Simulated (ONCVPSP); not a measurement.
# Pseudopotential generation for Ce: ONCV, PBEsol, scalar-relativistic.

Ce (Z = 58), optimised norm-conserving Vanderbilt (ONCV), made with ONCVPSP 4.0.1 (PBEsol, scalar-relativistic). Core [Kr] 4d10, reference 4f1 5s2 5p6 5d1 6s2. Waves: 5s+6s: rc 2.20 bohr, ncon 3, nbas 6, qcut 4.3 1/bohr, 2 projectors; 5p: rc 2.00 bohr, ncon 4, nbas 8, qcut 4.8 1/bohr, 1 projector; 5d: rc 3.50 bohr, ncon 4, nbas 9, qcut 5.4 1/bohr, 2 projectors, debl 3.5 Ha; 4f: rc 1.75 bohr, ncon 3, nbas 7, qcut 10.4 1/bohr, 2 projectors, debl 0.3 Ha. Local part: polynomial inside 1.75 bohr (lpopt 3, dvloc0 3 Ha). Core correction: none.

All-electron outer shells of the reference configuration (PBEsol, scalar-relativistic, ld1.x):

| shell | level (eV) | outermost node (bohr) | outermost maximum (bohr) |
| --- | --- | --- | --- |
| 4d | -110.40 | 0.31 | 0.66 |
| 5s | -40.61 | 0.75 | 1.37 |
| 5p | -23.22 | 0.81 | 1.55 |
| 4f | -5.42 | – | 0.71 |
| 6s | -3.77 | 1.82 | 3.72 |
| 5d | -3.07 | 0.92 | 2.18 |

(1) Estimate the cutoffs (Ha) at which the residual kinetic energy of the hardest occupied pseudo-wave falls to 1 and 0.1 mHa per electron.

(2) Does the potential have ghost states?

(3) Which valence shell sets the plane-wave cutoff?

(4) Tests: 4f1 5s2 5p6 5d1 6s1; 4f1 5s2 5p6 5d1 6s0; 4f1 5s2 5p6 5d0 6s0; 4f0 5s2 5p6 5d2 6s1. Which has the largest error in its energy relative to the reference configuration, and how large is it?

Answers

(1) 43 Ha and 47 Ha.

(2) No bound ghost flagged; GHOST(+) flagged for s at 177.0 eV.

(3) 4f: 43 Ha for 1 mHa per electron, against 11 Ha for 5p.

(4) 4f0 5s2 5p6 5d2 6s1, with +626 meV (all-electron minus pseudo) on +11.30 eV.
